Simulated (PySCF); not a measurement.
Run record: geometry optimisation, `CC(C)=C=C(C)C`.

Method: PBE0-D3(BJ)/def2-SVP geometry optimisation, gas phase (PySCF 2.14.0). Start geometry: GFN2-xTB. A driver script takes a list of jobs; this job's settings line and coordinates (Å) are shown.

Input:
```
{"job": {"xc": "PBE0", "basis": "def2-SVP", "d3": "d3bj", "grid": 2, "kind": "geom"}, "charge": 0, "multiplicity": 1}
C     -2.195857    -0.115789    -1.068618
C     -1.288337    -0.143847     0.131197
C     -1.972325    -0.350861     1.455386
C      0.000126     0.002126     0.029933
C      1.288743     0.146312    -0.073230
C      2.212826    -1.025511    -0.266673
C      1.953747     1.494502    -0.006654
H     -1.627445     0.039079    -1.981824
H     -2.925919     0.687174    -0.966659
H     -2.740304    -1.056766    -1.147159
H     -2.690404     0.449775     1.633465
H     -1.251013    -0.364175     2.268475
H     -2.517272    -1.295098     1.451603
H      1.653929    -1.956916    -0.300931
H      2.931624    -1.075839     0.551279
H      2.770537    -0.914922    -1.196739
H      2.509596     1.682772    -0.925474
H      2.659214     1.523300     0.824034
H      1.218732     2.283934     0.128528
```

Output:
```
step   0  E = -273.39928497  max force = 0.018513
step   1  E = -273.40125574  max force = 0.001608
step   2  E = -273.40127235  max force = 0.000301
step   3  E = -273.40127323  max force = 0.000213
optimisation converged
```

Energies in Eh; «max force» is the largest Cartesian gradient component in Eh/bohr.

**Question.** How much energy does the optimisation release, in kJ/mol?

**Answer.** E(step 0) − E(last step) = 0.001988 Eh, which is 5.2 kJ/mol.

**Question.** Give the first gradient maximum in eV/Å.

**Answer.** With 1 Eh/bohr = 51.422 eV/Å, 0.952 eV/Å.

Main results: final energy -273.40127 Eh after 3 steps; dipole 0.00 D.

**Question.** Where do the atoms end?

**Answer.** 0.023 Å rms from the input after alignment:
```
atom  x, y, z in Å
C1    -2.2530   -0.2011   -1.0800
C2    -1.3541   -0.2319    0.1279
C3    -2.0265   -0.4374    1.4597
C4    -0.0509   -0.0866    0.0251
C5     1.2523    0.0588   -0.0779
C6     2.1690   -1.1203   -0.2704
C7     1.9083    1.4128   -0.0097
H8    -1.6860   -0.0456   -2.0073
H9    -2.9996    0.6062   -0.9887
H10   -2.8157   -1.1459   -1.1702
H11   -2.7607    0.3634    1.6523
H12   -1.3026   -0.4498    2.2852
H13   -2.5841   -1.3895    1.4710
H14    1.6141   -2.0670   -0.3076
H15    2.9043   -1.1795    0.5501
H16    2.7444   -1.0168   -1.2062
H17    2.4772    1.6165   -0.9329
H18    2.6300    1.4540    0.8240
H19    1.1729    2.2162    0.1286
```

**Question.** How long does this job take on Intel Xeon 6975P-C, one thread (shared host)? And the peak memory of the process?

**Answer.** About 41 s, with 0.81 GiB resident at the peak, the Python interpreter and its libraries included.
Labels such as C1 count atoms from 1, the log's own numbers from 0.
